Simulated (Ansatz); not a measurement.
A made-up structure of CH$_{3}$STe (charge +1), closed shell:

```
6
angstrom
S -1.2297 -0.6512 0.1219
C 0.1811 0.0438 -0.4051
Te 1.5804 0.9528 0.7047
H -1.6919 -1.0636 -1.0784
H 0.4028 0.0209 -1.4696
H 0.2317 -0.1526 0.6354
```

It is relaxed with PBE-D4/def2-SVP and then PBE0-D4/def2-TZVP (Ansatz 0.2.0). Atoms count as bonded within 1.22 times the sum of their covalent radii (H–H: 0.88 Å). The end point is not checked to be a true minimum.

Question: Does its bonding change? (Judge from chemistry; the calculation decides.)

Answer: The calculation gives: Yes. Formed: none; broken: S1–H6.

Where it ends: The first stage lowers the energy by 2.28 eV in 13 steps. It ends as CH₃STe ([SH][CH]1[H][Te]1), total charge +1:
```
6
angstrom
S -1.5266 -0.3073 0.0148
C 0.1113 0.0444 -0.3295
Te 1.3321 1.2675 0.7957
H -1.7619 -1.0421 -1.0928
H 0.4716 -0.2219 -1.3212
H 0.8480 -0.5905 0.4418
```

Labels in which every atom is bracketed show which atoms are joined, not bond orders.

For scale, one of the runs: PBE0-D4/def2-TZVP relaxation, 136 basis functions, launched by `ansatz run in.yaml --threads 2 --pin off --events-out ev --progress --plain --max-ram 4352MiB`. The run took about 38 s on 2 CPU threads of an Arm Neoverse V1 (shared host).
